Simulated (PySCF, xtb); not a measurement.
C₂H₈O₃Si, SMILES COC[SiH](O)O. One conformer was computed; it need not be the lowest.

Harmonic wavenumbers (cm⁻¹) from GFN2-xTB (xtb) at its own minimum, in rising order: 50, 90, 105, 191, 227, 247, 278, 309, 348, 380, 687, 704, 751, 805, 816, 833, 904, 944, 977, 1101, 1135, 1159, 1200, 1307, 1408, 1470, 1491, 1498, 2258, 2870, 2888, 2908, 2915, 3017, 3665, 3682.

Question: What does PBE-D3(BJ)/def2-SVP run with PySCF give at its own minimum? (The exact figures need the calculation; the answer reports its results.)

Answer: 57, 75, 153, 223, 225, 243, 304, 353, 406, 472, 647, 718, 761, 804, 842, 878, 938, 945, 987, 1132, 1143, 1157, 1185, 1252, 1397, 1401, 1413, 1443, 2181, 2888, 2899, 2942, 2959, 3062, 3626, 3764. Paired by order, the mean absolute difference is 33 cm⁻¹ and the zero-point energies are 65.2 and 65.6 kcal/mol.
